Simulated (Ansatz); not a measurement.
System: GaCl, charge 1, multiplicity 2. 
Coordinates optimised at B3LYP-D3(BJ)/def2-TZVP (Ansatz, a first-principles code):
```
Ga
Cl 1 2.1224
```
Charge +1, spin multiplicity 2.

Basis-set convergence of Hartree-Fock and MP2 correlation energies (hartree) with Ansatz. Cores are frozen in the correlated levels unless marked. UHF or UKS for open shells. No spin-orbit coupling. The frozen core is the preceding noble-gas configuration, with the filled d and f shells of earlier blocks. Non-relativistic.

| basis | functions | E(HF) | E(corr, MP2) |
|---|---|---|---|
| def2-SVPD | 65 | -2382.11072 | -0.16717 |
| def2-TZVPPD | 105 | -2382.51419 | -0.21473 |
| def2-QZVPPD | 174 | -2382.56611 | -0.23476 |

Extrapolating the two largest sets (X = 3 and 4) as X^-3: E(corr) = (64·(-0.23476) - 27·(-0.21473))/37 = -0.2494 Eh, an estimate of the basis-set limit. The largest set recovers 94.1 % of it, the smallest 67.0 %.
